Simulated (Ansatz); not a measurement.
Reaction (ligand exchange at the Si–O bond): `[SiH3]O[SiH2][GeH3]` + `N=CCl` → `[SiH3]/N=C/Cl` + `O[SiH2][GeH3]`

Calculated with Ansatz (gas phase, PBE0-D4/def2-TZVP geometries, no zero-point term in ΔE). CCSD(T)/CBS adds triple-zeta CCSD(T) − MP2 to the extrapolated MP2 energy (def2 sets, frozen cores). This one scheme is used for every species. DFT in def2-TZVPP. B3LYP here is the variant with VWN-RPA as its local correlation; programs differ in this. HSE06 is defined as in plane-wave codes. For Ge outer-core shells are correlated without core-valence functions, which leaves a few kJ/mol of doubt a bond. Scalar relativity is left out up to krypton. One conformer a species, not always the lowest.

```json
{"level": "LDA (SPW92)", "ΔE (kJ/mol)": "44.7", "difference from CCSD(T)/CBS": "-14.3"}
{"level": "PBE-D4", "ΔE (kJ/mol)": "47.0", "difference from CCSD(T)/CBS": "-12.0"}
{"level": "revPBE-D4", "ΔE (kJ/mol)": "46.5", "difference from CCSD(T)/CBS": "-12.5"}
{"level": "BLYP-D4", "ΔE (kJ/mol)": "52.9", "difference from CCSD(T)/CBS": "-6.1"}
{"level": "r2SCAN-D4", "ΔE (kJ/mol)": "53.7", "difference from CCSD(T)/CBS": "-5.3"}
{"level": "PBE0-D4", "ΔE (kJ/mol)": "52.5", "difference from CCSD(T)/CBS": "-6.5"}
{"level": "B3LYP-D4", "ΔE (kJ/mol)": "57.2", "difference from CCSD(T)/CBS": "-1.8"}
{"level": "r2SCANh-D4", "ΔE (kJ/mol)": "55.0", "difference from CCSD(T)/CBS": "-4.0"}
{"level": "r2SCAN0-D4", "ΔE (kJ/mol)": "56.7", "difference from CCSD(T)/CBS": "-2.3"}
{"level": "HSE06-D4", "ΔE (kJ/mol)": "52.2", "difference from CCSD(T)/CBS": "-6.8"}
{"level": "BHLYP-D4", "ΔE (kJ/mol)": "64.1", "difference from CCSD(T)/CBS": "5.1"}
{"level": "CAM-B3LYP-D4", "ΔE (kJ/mol)": "60.4", "difference from CCSD(T)/CBS": "1.4"}
{"level": "ωB97X-V", "ΔE (kJ/mol)": "58.4", "difference from CCSD(T)/CBS": "-0.6"}
{"level": "ωB97M-V", "ΔE (kJ/mol)": "57.2", "difference from CCSD(T)/CBS": "-1.8"}
{"level": "B2PLYP", "ΔE (kJ/mol)": "56.8", "difference from CCSD(T)/CBS": "-2.2"}
{"level": "PBE-QIDH", "ΔE (kJ/mol)": "55.8", "difference from CCSD(T)/CBS": "-3.2"}
{"level": "PBE", "ΔE (kJ/mol)": "46.1", "difference from CCSD(T)/CBS": "-12.9"}
{"level": "revPBE", "ΔE (kJ/mol)": "46.4", "difference from CCSD(T)/CBS": "-12.6"}
{"level": "PBE0", "ΔE (kJ/mol)": "51.6", "difference from CCSD(T)/CBS": "-7.4"}
{"level": "r2SCANh", "ΔE (kJ/mol)": "54.5", "difference from CCSD(T)/CBS": "-4.5"}
{"level": "r2SCAN0", "ΔE (kJ/mol)": "56.2", "difference from CCSD(T)/CBS": "-2.8"}
{"level": "HSE06", "ΔE (kJ/mol)": "51.2", "difference from CCSD(T)/CBS": "-7.8"}
{"level": "BHLYP", "ΔE (kJ/mol)": "62.1", "difference from CCSD(T)/CBS": "3.1"}
{"level": "CAM-B3LYP", "ΔE (kJ/mol)": "59.2", "difference from CCSD(T)/CBS": "0.2"}
{"level": "LC-ωPBE", "ΔE (kJ/mol)": "56.9", "difference from CCSD(T)/CBS": "-2.1"}
{"level": "RPA@PBE/def2-TZVPP", "ΔE (kJ/mol)": "61.1", "difference from CCSD(T)/CBS": "2.1"}
{"level": "HF/def2-SVP", "ΔE (kJ/mol)": "69.7", "difference from CCSD(T)/CBS": "10.7"}
{"level": "MP2/def2-SVP", "ΔE (kJ/mol)": "58.5", "difference from CCSD(T)/CBS": "-0.5"}
{"level": "CCSD/def2-SVP", "ΔE (kJ/mol)": "64.4", "difference from CCSD(T)/CBS": "5.4"}
{"level": "CCSD(T)/def2-SVP", "ΔE (kJ/mol)": "62.1", "difference from CCSD(T)/CBS": "3.1"}
{"level": "HF/def2-TZVPP", "ΔE (kJ/mol)": "70.3", "difference from CCSD(T)/CBS": "11.3"}
{"level": "MP2/def2-TZVPP", "ΔE (kJ/mol)": "56.0", "difference from CCSD(T)/CBS": "-3.0"}
{"level": "SCS-MP2/def2-TZVPP", "ΔE (kJ/mol)": "60.2", "difference from CCSD(T)/CBS": "1.2"}
{"level": "CCSD/def2-TZVPP", "ΔE (kJ/mol)": "62.4", "difference from CCSD(T)/CBS": "3.4"}
{"level": "CCSD(T)/def2-TZVPP", "ΔE (kJ/mol)": "59.6", "difference from CCSD(T)/CBS": "0.6"}
{"level": "HF/def2-QZVPP", "ΔE (kJ/mol)": "71.7", "difference from CCSD(T)/CBS": "12.7"}
{"level": "MP2/def2-QZVPP", "ΔE (kJ/mol)": "56.1", "difference from CCSD(T)/CBS": "-2.9"}
{"level": "SCS-MP2/def2-QZVPP", "ΔE (kJ/mol)": "60.2", "difference from CCSD(T)/CBS": "1.2"}
{"level": "MP2/CBS(def2)", "ΔE (kJ/mol)": "55.4", "difference from CCSD(T)/CBS": "-3.6"}
{"level": "CCSD/CBS(def2)", "ΔE (kJ/mol)": "61.8", "difference from CCSD(T)/CBS": "2.8"}
{"level": "CCSD(T)/CBS", "ΔE (kJ/mol)": "59.0", "difference from CCSD(T)/CBS": "0"}
```

Largest T1 diagnostic among the species: 0.013.

In def2-TZVPP, CCSD(T) changes the Hartree–Fock value by −10.7 kJ/mol (the triples alone add −2.8 kJ/mol) and MP2 by −14.3 kJ/mol. From BLYP to BHLYP (50 % exact exchange), in def2-TZVPP and without D4, ΔE moves by +10.4 kJ/mol.

CCSD(T)/CBS has its own doubt, a few kJ/mol and more with outer-core shells, so smaller differences from it don't rank the levels.
